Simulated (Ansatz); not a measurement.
Stretching the Zn1–Br3 bond in BrHZn (SMILES [ZnH][Br]) (multiplicity 1 held, fragments rigid). Energies count from the point at 2.258 Å.
Geometry at that point (charge 0, multiplicity 1):
```xyz
3

Zn     0.0000     0.0000    -1.1743
H      0.0000     0.0000    -2.6979
Br     0.0000     0.0000     1.0836
```

Restricted levels (R-, RO-) in cc, def2 and unpolarised 6-31G sets keep to the state of the molecule at rest. Unrestricted levels (U-) break spin symmetry where that is lower. Active spaces are followed from a long bond inwards. Levels need not reach the same state.

Cores are frozen in the correlated methods. Filled d and f shells under p-block atoms count as core.

Programs: Ansatz (Gaussian basis) for Hartree–Fock, density functionals and correlated methods. 

Energies in kcal/mol.

```tsv
R (Å)	R-HF/def2-SVP	U-MP2/def2-SVP	R-CCSDT/def2-SVP	FIC-MRCISD on CASSCF(6,4)/def2-SVP	FIC-MRCISD+Q on CASSCF(6,4)/def2-SVP
1.806	67.6	61.2	63.4	63.8	63.6
2.032	13.0	10.3	11.3	11.6	11.4
2.258	0.0	0.0	0.0	0.0	0.0
2.484	4.4	6.2	5.5	5.1	5.3
2.709	15.7	18.6	17.2	16.6	17.1
3.048	36.3	40.1	37.7	36.6	37.4
3.387	56.4	61.1	56.8	55.5	56.4
3.951	84.3	90.3	81.0	79.8	80.6
4.516	104.6	98.3	93.6	92.1	93.0
5.193	120.7	100.1	97.3	95.7	96.7
6.096	133.6	100.3	97.3	96.2	96.9
7.225	142.8	100.4	97.2	96.2	96.9
```

Doubts at one or more of the structures used: a restricted determinant that unrestricted orbitals would lower (R-HF/def2-SVP, R-CCSDT/def2-SVP); a spin-contaminated determinant (U-MP2/def2-SVP); T1 above 0.05 (R-CCSDT/def2-SVP); other coupled-cluster roots lie near (R-CCSDT/def2-SVP); active orbitals that take no part (FIC-MRCISD on CASSCF(6,4)/def2-SVP, FIC-MRCISD+Q on CASSCF(6,4)/def2-SVP).

Ansatz is a program for electronic structure.
